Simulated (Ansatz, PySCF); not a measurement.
Ligands exchanged one at a time, Al F-SiH3. All species are isolated molecules in the gas phase. Strings in code marks are SMILES.

Quantity: vertical ionisation energy (energy after one electron is removed minus that of the parent at the parent's geometry), in eV.

Level 1: frozen-core CCSD(T)/cc-pVTZ // PBE0-D4/def2-TZVP (Ansatz, a quantum-chemistry and plane-wave program)
Level 2: minus the HOMO energy of B3LYP-D3(BJ)/def2-TZVP // PBE0-D4/def2-TZVP (PySCF)
Level 3: minus the HOMO energy of HF/3-21G // PBE0-D4/def2-TZVP (PySCF)
Level 4: minus the HOMO energy of SVWN5/6-31G* // PBE0-D4/def2-TZVP (PySCF)

| species | level 2 | level 3 | level 4 |
|---|---|---|---|
| `[SiH3][Al]([SiH3])[SiH3]` | 7.11 | 9.70 | 6.26 |
| `[F][Al]([SiH3])[SiH3]` | 7.14 | 9.76 | 6.26 |
| `[F][Al]([F])[SiH3]` | 8.47 | 11.37 | 7.44 |

### Question
What does level 1 give for each, and how far do the other levels lie from it on average?

### Answer

- `[SiH3][Al]([SiH3])[SiH3]`: 9.17
- `[F][Al]([SiH3])[SiH3]`: 9.33
- `[F][Al]([F])[SiH3]`: 10.96
Mean absolute difference from level 1, which has limits of its own, over these rows (drawn at random from the members that have all these levels): level 2 2.25 eV, level 3 0.45 eV, level 4 3.17 eV.
